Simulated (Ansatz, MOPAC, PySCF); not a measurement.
System: GeHBr$_{2}$, charge 0, multiplicity 2. SMILES: [Br][GeH][Br]
Coordinates optimised at B3LYP-D3(BJ)/def2-TZVP (Ansatz, a first-principles code):
```
Ge
H 1 1.5628
Br 1 2.3362 2 106.58
Br 1 2.3362 2 106.58 3 -116.78
```
Charge 0, spin multiplicity 2.

Unscaled harmonic wavenumbers (cm⁻¹) in rising order, each level at the stationary point that it reaches from this structure (no distance between atoms moves by over 0.3 Å); the order of modes can differ between levels, and a negative number is imaginary. B3LYP-D3(BJ)/def2-TZVP (PySCF, at the structure above): 89, 271, 299, 537, 619, 1970.

PM3 (MOPAC): 73, 93, 106, 263, 548, 1821. Zero-point energy 4.1 against 5.4 kcal/mol; where all levels lie over 400 cm⁻¹, the wavenumbers are on average 0.905 times those of B3LYP-D3(BJ)/def2-TZVP.

PM6 (MOPAC): 90, 132, 281, 296, 619, 2348. Zero-point energy 5.4 against 5.4 kcal/mol; where all levels lie over 400 cm⁻¹, the wavenumbers are on average 1.095 times those of B3LYP-D3(BJ)/def2-TZVP.

B3LYP/6-31G* with LANL2DZ past Ar (Ansatz): 78, 237, 270, 510, 618, 1951. Zero-point energy 5.2 against 5.4 kcal/mol; where all levels lie over 400 cm⁻¹, the wavenumbers are on average 0.994 times those of B3LYP-D3(BJ)/def2-TZVP.
